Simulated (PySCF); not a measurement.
## Electronic absorption of 2-acetoxypropanal

Species: 2-acetoxypropanal, C₅H₈O₃.
InChI=1S/C5H8O3/c1-4(3-6)8-5(2)7/h3-4H,1-2H3/t4-/m1/s1

The calculation used TDDFT PBE0/def2-SVPD, vertical, gas phase, core orbitals frozen in the response in PySCF 2.14.0, density-fitted response routines. Isolated species at its GFN2-xTB geometry (one conformer only). Torsions of this conformer, `[CH3:1][C:2](=[O:3])[O:4][C@H:5]([CH3:6])[CH:7]=[O:8]`: C1–C2–O4–C5 -175°, C2–O4–C5–C6 -167°, O4–C5–C7–O8 5°.

```
state  E (eV)  λ (nm)       f  main configurations (H = HOMO, L = LUMO)
   S1    4.37   283.6  0.0001                                 H→L (96%)
   S2    5.91   209.9  0.0003                H-1→L (51%), H-1→L+1 (44%)
   S3    6.07   204.2  0.0031                H-1→L+1 (48%), H-1→L (47%)
   S4    6.77   183.0   0.038                               H→L+1 (94%)
   S5    6.90   179.6  0.0024                               H-2→L (96%)
   S6    7.29   170.0  0.0086                               H→L+2 (91%)
```

Triplets, Tamm–Dancoff:

```csv
state,E (eV),λ (nm),"main configurations (H = HOMO, L = LUMO)"
T1,3.73,332.0,H→L (94%)
T2,5.41,229.1,H-1→L+1 (88%)
```

The lowest singlet comes at 284 nm (422 kJ/mol) in the ultraviolet; it is dark (f under 0.0005); its leading configuration is HOMO→LUMO (96%). The most intense listed level is S4 at 6.77 eV (183 nm, f = 0.038), 2.40 eV above S1. S1 has the pattern of n→π* at C=O. The oscillator strengths of these states sum to 0.053; summed over the whole spectrum of an exact calculation they would give the number of electrons, 62 (Thomas–Reiche–Kuhn). Orbital energies (eV): HOMO-3 -10.20, HOMO-2 -9.33, HOMO-1 -8.18, HOMO -7.72, LUMO -1.03, LUMO+1 0.18, LUMO+2 0.63. The listed states span 2.92 eV, and the widest gap between neighbours is 1.54 eV (S1 to S2). The window holds the lowest 6 singlets.
